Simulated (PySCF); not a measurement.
# Electron affinity of Ga by level of theory

Ga⁻ [Ar] 3d10 4s2 4p2 (3P) → Ga [Ar] 3d10 4s2 4p1 (2P), as a difference of total energies. Calculation: PySCF 2.14, in aug-cc-pwCVTZ-PP with ECP10MDF (8s7p6d4f1g, 96 functions); scalar relativity through the core potential. Correlated levels: valence: 3s2 3p6 3d10 frozen. The calculations carry no spin-orbit coupling.

```csv
method,electron affinity (eV),difference from reference (eV)
UHF,-0.066,-0.367
MP2 (valence),0.252,-0.049
SCS-MP2 (valence),0.149,-0.152
CCSD (valence),0.273,-0.028
CCSD(T) (valence),0.315,+0.014
```

Reference: 0.301 eV (measured; photodetachment measurements, as compiled on the Wikipedia data page of electron affinities).

The reference lies between the lowest fine-structure levels, while these numbers refer to the centres of the terms.

Errors of the correlated levels include the incompleteness of this basis and the frozen core.

A negative affinity means that the anion lies above the atom at that level of theory.
